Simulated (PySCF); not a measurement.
## Ge⁺ (germanium, charge +1) across methods

[Ar] 3d10 4s2 5s1, 2S determinant (an excited configuration). All numbers are calculated (PySCF 2.14, scalar relativity through the core potential, in aug-cc-pwCVTZ-PP with ECP10MDF (8s7p6d4f1g, 96 functions)).

```
 method  E (hartree)  mean ε 4s β (eV)  mean ε 4s α (eV)  mean ε 5s α (eV)  Σ⟨r²⟩ (bohr²)   ⟨S²⟩
 r2SCAN    -293.8405           -23.838           -23.722            -6.658          49.46  0.750
 PBEsol    -293.6692           -23.351           -23.463            -6.673          48.66  0.750
    PBE    -293.9856           -23.292           -23.419            -6.702          48.77  0.750
wB97M-V    -293.7929           -26.827           -27.022            -7.982          49.06  0.750
    LDA    -293.5090           -23.751           -23.880            -6.659          48.72  0.750
   PW91    -294.0947           -23.404           -23.534            -6.716          48.64  0.750
   PBE0    -293.9361           -24.370           -24.539            -7.089          49.31  0.750
    UHF   -292.80803           -26.759           -27.095            -7.831          52.18  0.750
```

Estimate the same row for TPSSh.

E (hartree) = -293.8935; mean ε 4s β (eV) = -23.641; mean ε 4s α (eV) = -23.749; mean ε 5s α (eV) = -6.819; Σ⟨r²⟩ (bohr²) = 49.01; ⟨S²⟩ = 0.750.

Energies and moments cover only the electrons outside the core potential. The outer electron is Rydberg-like, and this basis confines it to a smaller radius and binds it less than a complete one would.
